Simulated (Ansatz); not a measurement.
HCl, charge +1, doublet, geometry from GFN2-xTB (a state made from the parent by changing its charge; the spin is typed, not shown lowest). Base run: B3LYP/cc-pVDZ (Ansatz, an electronic-structure program).

Here is a job for Ansatz.
Ansatz 0.2 input:
```yaml
crystal:
  periodic: [false, false, false]
  atoms:
    - {symbol: Cl, position_ang: [-0.00000000, -0.00000000, -0.07393369]}
    - {symbol: H, position_ang: [0.00000000, 0.00000000, 1.25687273]}
basis:
  gaussian:
    orbitals: cc-pVDZ
hamiltonian:
  xc: b3lyp
total_charge: 1
magnetization: {spin_polarized: true, initial_magnetization: 1}
```

The base run was repeated with changes; each row names its change, and settings that it needs were set with it.

```json
[
 {"change": "base", "E (Eh)": "-460.35679", "<S^2>": "0.753"},
 {"change": "functional = wB97X-V", "E (Eh)": "-460.27045", "<S^2>": "0.752"},
 {"change": "functional = pbe0; dispersion = d3bj", "E (Eh)": "-460.18947", "<S^2>": "0.753"},
 {"change": "functional = hf", "E (Eh)": "-459.66489", "<S^2>": "0.758"},
 {"change": "functional = SVWN5", "E (Eh)": "-458.83114", "<S^2>": "0.751"},
 {"change": "functional = blyp", "E (Eh)": "-460.33978", "<S^2>": "0.752"},
 {"change": "functional = hse06", "E (Eh)": "-460.18150", "<S^2>": "0.753"},
 {"change": "functional = pbe; dispersion = d3bj", "E (Eh)": "-460.15040", "<S^2>": "0.752"},
 {"change": "functional = wB97M-V", "E (Eh)": "-460.31260", "<S^2>": "0.752"},
 {"change": "functional = wB97X", "E (Eh)": "-460.33684", "<S^2>": "0.753"},
 {"change": "functional = b3lyp; dispersion = d3bj", "E (Eh)": "-460.35735", "<S^2>": "0.753"},
 {"change": "functional = pbe; dispersion = d4", "E (Eh)": "-460.15017", "<S^2>": "0.752"},
 {"change": "functional = cam_b3lyp", "E (Eh)": "-460.35256", "<S^2>": "0.753"}
]
```

Total energies compare only within one method and basis.
